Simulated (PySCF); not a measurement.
C₂H₁₂OSi₃, SMILES C([Si@@H](O)[SiH3])C[SiH3].

Geometry optimised at PBE-D3(BJ)/def2-SVP. The structure was generated by enumeration; whether it is a known compound was not checked. One conformer was computed; it need not be the lowest.

These are PBE-D3(BJ)/def2-SVP (PySCF) values and carry that method's errors.

Frequencies are harmonic and unscaled.

| mode | ν (cm⁻¹) | IR (km/mol) | moving atoms (share of kinetic energy) |
|---|---|---|---|
| 1 | 43 | 0.2 | Si 50 %, H 21 %, O 16 %, C 13 % |
| 2 | 75 | 1.7 | Si 46 %, O 26 %, H 19 %, C 9 % |
| 3 | 87 | 0.0 | H 93 % |
| 4 | 106 | 3.6 | Si 43 %, H 36 %, C 13 %, O 8 % |
| 5 | 154 | 5.6 | O 42 %, H 27 %, Si 20 %, C 11 % |
| 6 | 178 | 5.9 | Si 46 %, H 26 %, C 18 %, O 9 % |
| 7 | 208 | 6.3 | H 70 %, C 11 %, Si 10 %, O 9 % |
| 8 | 244 | 28.0 | H 48 %, C 20 %, O 17 %, Si 15 % |
| 9 | 293 | 41.8 | H 64 %, C 21 %, Si 13 % |
| 10 | 328 | 60.0 | H 74 %, C 14 %, Si 8 % |
| 11 | 407 | 3.3 | Si 48 %, H 45 % |
| 12 | 477 | 22.1 | H 82 %, Si 14 % |
| 13 | 487 | 2.6 | H 88 % |
| 14 | 501 | 34.6 | H 59 %, Si 39 % |
| 15 | 582 | 18.6 | H 52 %, C 24 %, Si 23 % |
| 16 | 616 | 4.4 | H 49 %, C 35 %, Si 10 % |
| 17 | 659 | 80.8 | H 36 %, C 32 %, Si 31 % |
| 18 | 717 | 130.7 | H 91 % |
| 19 | 720 | 145.3 | H 58 %, C 29 %, Si 12 % |
| 20 | 784 | 8.8 | H 72 %, C 14 %, O 9 % |
| 21 | 806 | 92.4 | O 46 %, Si 26 %, H 25 % |
| 22 | 824 | 225.0 | H 84 % |
| 23 | 853 | 31.2 | H 75 %, C 16 % |
| 24 | 891 | 169.3 | H 90 %, Si 9 % |
| 25 | 898 | 44.4 | H 88 % |
| 26 | 902 | 31.5 | H 97 % |
| 27 | 906 | 36.9 | H 93 % |
| 28 | 920 | 56.3 | H 82 %, Si 12 % |
| 29 | 938 | 34.0 | H 96 % |
| 30 | 1000 | 3.7 | H 51 %, C 46 % |
| 31 | 1053 | 15.9 | H 95 % |
| 32 | 1102 | 7.9 | H 59 %, C 40 % |
| 33 | 1221 | 1.6 | H 68 %, C 31 % |
| 34 | 1235 | 2.9 | H 76 %, C 24 % |
| 35 | 1369 | 5.0 | H 93 % |
| 36 | 1379 | 4.9 | H 92 %, C 8 % |
| 37 | 2100 | 108.0 | H 97 % |
| 38 | 2116 | 121.1 | H 97 % |
| 39 | 2144 | 60.5 | H 98 % |
| 40 | 2157 | 81.4 | H 96 % |
| 41 | 2166 | 127.4 | H 97 % |
| 42 | 2167 | 65.4 | H 96 % |
| 43 | 2176 | 94.4 | H 96 % |
| 44 | 2953 | 20.8 | H 95 % |
| 45 | 2960 | 12.7 | H 94 % |
| 46 | 3005 | 3.0 | H 91 %, C 9 % |
| 47 | 3016 | 7.7 | H 91 %, C 9 % |
| 48 | 3700 | 111.8 | H 94 % |
